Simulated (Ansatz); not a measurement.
Mulliken charges of `[OH][Ga]([SH])[SH]` from PBE/def2-TZVPP in Ansatz (PBE0-D4/def2-TZVP geometry).

```
atom   x (Å)   y (Å)   z (Å)  charge (e)
  O1  -1.346   0.632   0.190      -0.351
 Ga2   0.264  -0.126   0.093       0.432
  S3   1.251  -0.525   2.000      -0.247
  S4   1.233  -0.645  -1.809      -0.239
  H5  -1.766   0.796  -0.656       0.171
  H6   0.212  -0.018   2.689       0.127
  H7   0.214  -0.183  -2.553       0.107
```

Q: By hand: the dipole of these point charges (1 e Å = 4.8032 D).

A: Σ q r = (-0.269, 0.122, -0.132) e Å, of length 0.324 e Å = 1.56 D.

Q: How does the dipole of the full density compare? (Estimate.)

A: The calculation gave: (-0.259, 0.113, -0.246) e Å, 1.80 D; the point charges give 0.87 times that, at 17° from its direction.

Point charges leave out the atoms' own dipoles, such as those of lone pairs, and Mulliken's split depends on the basis, so the close match here is no proof of good charges.
